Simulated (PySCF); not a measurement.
**Structure from NMR data**

Molecular formula: C2H11NP2Si. Simulated spectra:

1H NMR (300 MHz, computed): δ 5.91 (m, 1H), 2.61 (s, 6H), 1.32 (m, 4H).

13C{1H} NMR (computed): δ 40.8 (CH3).

Non-relativistic Hamiltonian, isolated molecule, single conformer, fast rotation and ring inversion assumed for equivalent nuclei. Coordinates at the GFN2-xTB level; GIAO PBE0/pcSseg-1 shieldings; PySCF 2.14.

Chemical shifts δ = σref − σ; TMS for 1H, 13C, all at this level.

Propose a structure and justify it.

## Answers


- 1 carbon signal for 2 carbons: some carbons are equivalent by symmetry or fast rotation.
- Carbon types of the structure: 2 × CH3, leaving 5 H on heteroatoms.
- δC 40.8: methyl carbon bonded to N; the inductive effect lowers its shielding.
- δH 5.91: hydrogen on a silicon bonded to N, 2 P.
- δH 2.61: hydrogen on a methyl carbon bonded to N; its carbon carries N, which withdraws density.
- δH 1.32: hydrogen on a phosphorus bonded to Si.

Structure: SMILES CN(C)[SiH](P)P.

This is the structure that produced the data.

Splittings by 31P in the carbon and heteronuclear signals aren't shown, as no couplings were computed. Shifts are as computed. Against solution values, carbons near 30 ppm lie about +3 ppm off and those near 130 ppm about +5 ppm. Of 1211 compounds with measured shifts, 218 miss one by over three times the rms of a fit or turn the order of signals round; such compounds aren't used in these exercises. No couplings were computed; multiplicities are counted from neighbouring protons, with m where these are inequivalent, close in shift, in a saturated or five-membered ring or joined by F or P, and br s for small geminal =CH2 splittings.
